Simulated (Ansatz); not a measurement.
The first iterations of a band of AlBrCl3H (6 atoms, charge 0, multiplicity 1).

Theory: RKS PBE-D4/def2-SVP (Ansatz 0.2.0).

- movable images: 5
- climbing image: yes
- spring: 5.0 eV/Å²
- optimiser: quadratic models (default)
- start path: through a guess of the saddle point
- force threshold: 0.05 eV/Å
- iteration limit: 60
- end points: relaxed

First end point:

```xyz
6
Properties=species:S:1:pos:R:3
Al -0.092 0.443 -0.521
Br 1.830 -0.852 -0.588
Cl -1.651 -0.112 -1.822
Cl 0.147 2.458 0.037
H 0.467 -1.240 1.257
Cl -0.699 -0.697 1.637
```

Last end point:

```xyz
6
Properties=species:S:1:pos:R:3
Al -0.500 0.491 -0.196
Br 1.753 -0.972 -0.352
Cl -1.558 -0.108 -1.914
Cl 0.239 2.458 -0.055
H 1.051 -1.366 0.871
Cl -0.986 -0.503 1.646
```

| iteration | highest image above the first end (eV) | largest band force component (eV/Å) |
| --- | --- | --- |
| 1 | 1.199 | 2.317 |
| 2 | 0.621 | 1.714 |

Problem. Does the band converge within its limit, and where does its top end?

Solution. It converged. It ended after 7 iterations with the highest image 0.061 eV above the first end. A vibrational analysis at the climbing image gives one clearly imaginary mode, 222i cm⁻¹: a first-order saddle point. The orbitals stay closed-shell, which can raise the energy where a bond breaks towards radicals; this wasn't checked here.

Time of the run: 89 s on 2 threads of Intel(R) Xeon(R) Platinum 8488C (Sapphire Rapids) (shared host), peak memory 0.18 GiB.
